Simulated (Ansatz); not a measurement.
Program: Ansatz. Geometries: PBE0-D4/def2-TZVP. ΔE: electronic, gas phase. CCSD(T)/CBS is the MP2 limit (def2-TZVPP, def2-QZVPP) plus CCSD(T) − MP2 in def2-TZVPP, frozen cores. DFT in def2-TZVPP. B3LYP here is the variant with VWN-RPA as its local correlation; programs differ in this. One conformer a species, not always the lowest.

Reaction (redistribution): `BO[SiH](S)Cl` + `C[NH][AlH2]` → `B[NH][AlH2]` + `CO[SiH](S)Cl`

```
             level  ΔE (kJ/mol)
           ωB97X-V         15.3
           ωB97M-V         14.8
            B2PLYP         17.5
            r2SCAN         16.2
             B3LYP         17.6
    MP2/def2-TZVPP         17.3
SCS-MP2/def2-QZVPP         18.5
    CCSD/CBS(def2)         18.3
```

**Question.** What does CCSD(T)/CBS give? (Best estimate.)

**Answer.** Ansatz gave: +17.4 kJ/mol. The listed levels differ from it by -2.1, -2.6, 0.1, -1.2, 0.2, -0.1, 1.1, 0.9 kJ/mol.

Largest T1 diagnostic among the species: 0.012.
